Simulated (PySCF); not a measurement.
Structure with atom numbers: `[cH:1]1[cH:2][cH:3][c:4](-[c:5]2[cH:6][cH:7][cH:8][cH:9][n:10]2)[n:11][cH:12]1`. Each H is labelled by its parent atom.

Theory: coordinates at the GFN2-xTB level, shieldings: GIAO PBE0/pcSseg-1, in PySCF (in vacuum, fast rotation and ring inversion assumed for equivalent nuclei, a single conformation, relativity neglected).

**Question.** Predict the 2D correlation tables (HSQC, COSY, HMBC).

**Answer.** 

HSQC (one-bond C–H):
```csv
δH,δC
9.29 (H(C3)/H(C6)),127.2 (C3/C6)
9.01 (H(C9)/H(C12)),154.5 (C9/C12)
8.12 (H(C2)/H(C7)),142.9 (C2/C7)
7.41 (H(C1)/H(C8)),128.9 (C1/C8)
```

COSY cross peaks (H two or three bonds apart, from the bond graph; peaks can be absent where the dihedral angle is near 90°):
```csv
δH,δH
9.29 (H(C3)/H(C6)),8.12 (H(C2)/H(C7))
9.01 (H(C9)/H(C12)),7.41 (H(C1)/H(C8))
8.12 (H(C2)/H(C7)),7.41 (H(C1)/H(C8))
```

HMBC (two and three bonds, from the bond graph):
```csv
δH,δC
9.29 (H(C3)/H(C6)),"161.0 (C4/C5), 142.9 (C2/C7), 128.9 (C1/C8)"
9.01 (H(C9)/H(C12)),"161.0 (C4/C5), 142.9 (C2/C7), 128.9 (C1/C8)"
8.12 (H(C2)/H(C7)),"161.0 (C4/C5), 154.5 (C9/C12), 128.9 (C1/C8), 127.2 (C3/C6)"
7.41 (H(C1)/H(C8)),"154.5 (C9/C12), 142.9 (C2/C7), 127.2 (C3/C6)"
```

Chemical shifts δ = σref − σ; ¹H (31.72 ppm), ¹³C (186.93 ppm) against TMS, all at this level.

Shifts are as computed. Against solution values, carbons near 30 ppm lie about +3 ppm off and those near 130 ppm about +5 ppm. Of 1211 compounds with measured shifts, 218 miss one by over three times the rms of a fit or turn the order of signals round; such compounds aren't used in these exercises.
